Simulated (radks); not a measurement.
Values are calculated unless marked as measured or tabulated.
Q: The mean radii <r> (bohr) of the occupied orbitals of an atom or ion are listed with their occupations. Level of theory: Dirac Kohn-Sham, PBE, spin-unpolarised, spherical densities, finite nucleus; Fermi nuclear charge, rms radius of each element as measured or else 0.836 A^(1/3) + 0.57 fm (a radial shooting solver on a logarithmic mesh with Libxc functionals).

| orbital | occ. | <r> |
|---|---|---|
| 1s1/2 | 2 | 0.05846 |
| 2s1/2 | 2 | 0.2659 |
| 2p1/2 | 2 | 0.2327 |
| 2p3/2 | 4 | 0.2357 |
| 3s1/2 | 2 | 0.7354 |
| 3p1/2 | 2 | 0.7396 |
| 3p3/2 | 3 | 0.7453 |

Name the element and its charge. Open shells, if any, fill j = l - 1/2 first.

A: Z = 26, iron, charge +9: Fe9+ in [Ne] 3s2 3p5. The 1s radius gives Z: for a bare nucleus <r> = (2 gamma + 1)/(2Z) with gamma = sqrt(1 - (Z/c)^2), 0.05699 bohr for Z = 26, and screening makes it slightly larger (0.05846 here). The occupations add up to 17, and the charge is Z minus that.
